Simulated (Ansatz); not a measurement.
The cluster BeCl2⁻ (the lowest doublet isomer of a short search). Total charge -1; doublet. Geometry PBE-D4/def2-TZVPD, basis def2-TZVPD, Ansatz.

```xyz
3

Be    0.481   -0.253    0.303
Cl   -0.487   -1.333   -0.982
Cl    0.006    1.587    0.679
```

```json
{"run": "A", "HOMO (eV)": "-0.88", "LUMO (eV)": "3.84"}
{"run": "B", "HOMO (eV)": "0.41", "LUMO (eV)": "3.07"}
{"run": "C", "HOMO (eV)": "-1.58", "LUMO (eV)": "4.57"}
{"run": "D", "HOMO (eV)": "1.43", "LUMO (eV)": "2.16"}
{"run": "E", "HOMO (eV)": "0.51", "LUMO (eV)": "3.25"}
{"run": "F", "HOMO (eV)": "1.15", "LUMO (eV)": "2.85"}
```

The structure comes from a short search, and lower isomers may exist.

HOMO and LUMO are taken over both spins.

Question: The runs used B97M-V, HF, PBE0, r2SCAN, r2SCAN0, ωB97M-V. Estimate which is which.

Answer: A ωB97M-V (range-separated); B r2SCAN0 (25 % exact exchange); C HF (100 % exact exchange); D B97M-V (0 % exact exchange); E PBE0 (25 % exact exchange); F r2SCAN (0 % exact exchange). Exact exchange lowers occupied and raises empty levels; among semilocal functionals meta-GGAs tend to open the gap a little, and such runs are hard to tell apart. The gap grows from 0.73 eV (B97M-V) to 6.15 eV (HF). At r2SCAN0-D4/def2-TZVPD, B97M-V/def2-TZVPD, PBE0-D4/def2-TZVPD, r2SCAN-D4/def2-TZVPD the highest occupied level of the charge -1 doublet lies above zero (up to 1.43 eV). By energy differences its removal costs 1.41 eV (vertical, to the charge 0 singlet, at LC-ωPBE (ω = 0.30 bohr⁻¹)/def2-TZVPD).
